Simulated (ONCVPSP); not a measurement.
## u(r) = r·R(r): atom against pseudo-atom (arsenic (As))

Columns: radius, all-electron u(r) and pseudo u(r) of the 4s shell (level -23.29 eV) of arsenic in the configuration [Ar] 3d10 4s2 4p2; BLYP, scalar-relativistic, ONCV scheme, ONCVPSP 4.0.1.

```json
{"r (bohr)": "0.098", "all-electron": "0.1814", "pseudo": "0.0217"}
{"r (bohr)": "0.195", "all-electron": "0.1455", "pseudo": "0.0485"}
{"r (bohr)": "0.292", "all-electron": "-0.1665", "pseudo": "0.0834"}
{"r (bohr)": "0.390", "all-electron": "-0.3641", "pseudo": "0.1260"}
{"r (bohr)": "0.488", "all-electron": "-0.3795", "pseudo": "0.1730"}
{"r (bohr)": "0.585", "all-electron": "-0.2692", "pseudo": "0.2222"}
{"r (bohr)": "0.682", "all-electron": "-0.0976", "pseudo": "0.2752"}
{"r (bohr)": "0.780", "all-electron": "0.0929", "pseudo": "0.3362"}
{"r (bohr)": "0.878", "all-electron": "0.2736", "pseudo": "0.4080"}
{"r (bohr)": "0.975", "all-electron": "0.4297", "pseudo": "0.4895"}
{"r (bohr)": "1.072", "all-electron": "0.5577", "pseudo": "0.5761"}
{"r (bohr)": "1.170", "all-electron": "0.6582", "pseudo": "0.6594"}
{"r (bohr)": "1.268", "all-electron": "0.7314", "pseudo": "0.7291"}
{"r (bohr)": "1.365", "all-electron": "0.7800", "pseudo": "0.7788"}
{"r (bohr)": "1.463", "all-electron": "0.8085", "pseudo": "0.8082"}
{"r (bohr)": "1.560", "all-electron": "0.8196", "pseudo": "0.8196"}
{"r (bohr)": "1.658", "all-electron": "0.8169", "pseudo": "0.8168"}
{"r (bohr)": "1.755", "all-electron": "0.8032", "pseudo": "0.8031"}
{"r (bohr)": "1.852", "all-electron": "0.7809", "pseudo": "0.7808"}
{"r (bohr)": "1.950", "all-electron": "0.7519", "pseudo": "0.7518"}
{"r (bohr)": "2.047", "all-electron": "0.7186", "pseudo": "0.7185"}
{"r (bohr)": "2.145", "all-electron": "0.6817", "pseudo": "0.6817"}
{"r (bohr)": "2.242", "all-electron": "0.6434", "pseudo": "0.6434"}
{"r (bohr)": "2.340", "all-electron": "0.6039", "pseudo": "0.6038"}
{"r (bohr)": "2.438", "all-electron": "0.5642", "pseudo": "0.5642"}
{"r (bohr)": "2.535", "all-electron": "0.5255", "pseudo": "0.5255"}
```

Problem. How many radial nodes do the two functions have?

Solution. The all-electron 4s function has n − l − 1 = 3 (the table is too coarse to show those close to the nucleus); the pseudo-wave has 0, since the states of the same l below it are removed with the core.

Problem. At about which radius was the pseudo-wave matched?

Solution. 1.60 bohr. The columns agree to 0.0005 from 1.46 bohr on; several derivatives are matched, so the curves merge somewhat inside the radius.

Problem. Is the pseudo-wave norm-conserving?

Solution. Yes: the ONCV scheme keeps the norm inside the radius equal to the all-electron one, which fixes the energy derivative of the logarithmic derivative at the level.
